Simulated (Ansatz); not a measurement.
```tsv
atom	x (Å)	y (Å)	z (Å)
O	1.9600	0.0000	0.0000
H	1.4424	0.6873	0.4304
H	2.6814	0.4688	-0.4304
O	0.0000	1.9600	0.0000
H	-0.6873	1.4424	-0.4304
H	-0.4688	2.6814	0.4304
O	-1.9600	0.0000	0.0000
H	-1.4424	-0.6873	0.4304
H	-2.6814	-0.4688	-0.4304
O	0.0000	-1.9600	0.0000
H	0.6873	-1.4424	-0.4304
H	0.4678	-2.6799	0.4295
```

Basis set: cc-pVDZ (spherical functions). Left uncorrelated: 4 orbitals. Charge 0, multiplicity 1.

Computed with Ansatz (development build ahead of 0.2.0); each method stands on the lowest determinant of its kind that the runs found. Restricted open shells among the atoms or ions are ROHF, correlated in semicanonical orbitals with singles.

The atomization energy at this shape (free ground-state atoms in the same class of orbitals less the molecule, no zero-point energy) of singlet H₈O₄:

```json
{"method": "RHF", "atomization energy": "27.19 eV"}
```

(1) What does RHF-MP2 give?

Answers

(1) 37.85 eV.
